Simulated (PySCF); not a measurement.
These 8 structures share the formula C8H10Si. Level of theory: PBE0-D3(BJ)/def2-SVP geometry optimisation, gas phase in PySCF. Energies are electronic, without zero-point or thermal terms, for one conformer each. No frequencies were run at this level. Point groups hold within 0.08 Å.

Question: Rank from lowest to highest electronic energy at this level (kJ/mol).
A. `[cH:1]1[cH:2][cH:3][c:4]([SiH:5]2[CH2:6][CH2:7]2)[cH:8][cH:9]1` with C3–C4–Si5–C6 -158°
B. `[CH:1]#[C:2][C@H:3]([CH3:4])[C:5]1=[CH:6][SiH2:7][CH:8]=[CH:9]1` with C2–C3–C5–C6 14°
C. `[SiH3:1][CH2:2][c:3]1[cH:4][cH:5][c:6]2[c:7]([cH:8]1)[CH2:9]2` with Si1–C2–C3–C4 89°
D. `[CH:1]#[C:2][C:3]1=[CH:4][Si@H:5]([CH2:6][CH3:7])[CH:8]=[CH:9]1` with C4–Si5–C6–C7 67°
E. `[cH:1]1[cH:2][cH:3][c:4]([C@@H:5]2[CH2:6][SiH2:7]2)[cH:8][cH:9]1` with C3–C4–C5–C6 23°
F. `[CH:1]#[C:2][Si:3]1([CH:4]=[CH2:5])[CH2:6][CH:7]=[CH:8][CH2:9]1` with C2–Si3–C4–C5 -1°
G. `[CH2:1]=[CH:2][C:3]1=[CH:4][SiH2:5][CH:6]=[C:7]1[CH:8]=[CH2:9]` with C1–C2–C3–C4 148°, C6–C7–C8–C9 148°
H. `[CH3:1][C:2]#[C:3][C:4]#[C:5]/[CH:6]=[CH:7]/[CH2:8][SiH3:9]` with C6–C7–C8–Si9 -103°

Answer: A (0.0), E (14.4), G (154.3), F (163.7), C (164.4), D (186.6), B (222.2), H (315.1).

As drawn, the lowest has an aromatic ring and a three-membered ring, which the highest lacks; the highest has a C≡C bond and a C=C bond outside aromatic rings, which the lowest lacks. Neighbours under 10 kJ/mol apart (C=CC1=C[SiH2]C=C1C=C and C#C[Si]1(C=C)CC=CC1; C#C[Si]1(C=C)CC=CC1 and [SiH3]Cc1ccc2c(c1)C2) can change places with a better method, another conformer or zero-point energy.

| SMILES | E (Eh) | E rel (kJ/mol) | dipole (D) | point group | A, B, C (MHz) |
| --- | --- | --- | --- | --- | --- |
| c1ccc([SiH]2CC2)cc1 | -599.54057 | 0.0 | 0.76 | near Cs | 3707, 821.9, 712.2 |
| c1ccc([C@@H]2C[SiH2]2)cc1 | -599.53508 | 14.4 | 0.75 | C1 | 3533, 821.1, 750.2 |
| C=CC1=C[SiH2]C=C1C=C | -599.48178 | 154.3 | 0.80 | C2 | 2275, 1112, 799.3 |
| C#C[Si]1(C=C)CC=CC1 | -599.47821 | 163.7 | 0.38 | – | 1949, 1079, 886.7 |
| [SiH3]Cc1ccc2c(c1)C2 | -599.47794 | 164.4 | 0.55 | C1 | 3411, 789.9, 715.6 |
| C#CC1=C[Si@H](CC)C=C1 | -599.46950 | 186.6 | 0.84 | C1 | 2950, 769.8, 653.6 |
| C#C[C@H](C)C1=C[SiH2]C=C1 | -599.45595 | 222.2 | 1.00 | C1 | 2681, 889.5, 718.1 |
| CC#CC#C/C=C/C[SiH3] | -599.42057 | 315.1 | 0.46 | C1 | 6592, 307.9, 300.8 |

How do the relative energies change in single points at PBE0/pcSseg-1 (no added dispersion term) on the same geometries?

| SMILES | PBE0-D3(BJ)/def2-SVP (kJ/mol) | PBE0/pcSseg-1 (kJ/mol) | shift |
| --- | --- | --- | --- |
| c1ccc([SiH]2CC2)cc1 | 0.0 | 0.0 | 0.0 |
| c1ccc([C@@H]2C[SiH2]2)cc1 | 14.4 | 19.3 | +4.9 |
| C=CC1=C[SiH2]C=C1C=C | 154.3 | 148.6 | -5.7 |
| C#C[Si]1(C=C)CC=CC1 | 163.7 | 141.8 | -21.9 |
| [SiH3]Cc1ccc2c(c1)C2 | 164.4 | 172.5 | +8.1 |
| C#CC1=C[Si@H](CC)C=C1 | 186.6 | 171.8 | -14.8 |
| C#C[C@H](C)C1=C[SiH2]C=C1 | 222.2 | 209.3 | -12.9 |
| CC#CC#C/C=C/C[SiH3] | 315.1 | 295.8 | -19.3 |

Each column counts from its own lowest isomer. The lowest isomer stays, but the order above it changes; the largest shift is 21.9 kJ/mol.
